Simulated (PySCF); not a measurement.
All values below come from PBE-D3(BJ)/def2-TZVP // B3LYP-D3(BJ)/def2-SVP (PySCF). Isolated molecules, 0 K electronic values unless said otherwise. One relaxed conformer stands for a flexible species; it need not be the lowest. 

Reference species (SMILES): `[CH3][Ge]([CH3])([CH3])[CH3]` (neutral, multiplicity 1).

The HOMO comes out as -6.82 eV and the HOMO–LUMO gap comes out as 6.88 eV.

Changed species: `C[O][Ge]([CH3])([O]C)[CH3]` (C–O–Ge–O torsion -55°, O–Ge–O–C torsion 169°) (2 of 4 CH3 replaced by OCH3; the reference has 0 of 4 CH3 replaced by OCH3).

**Question.** What does the change do to the HOMO and HOMO–LUMO gap?

**Answer.** the HOMO goes up by 0.90 eV, to -5.92 eV; the HOMO–LUMO gap falls by 1.09 eV, to 5.79 eV.
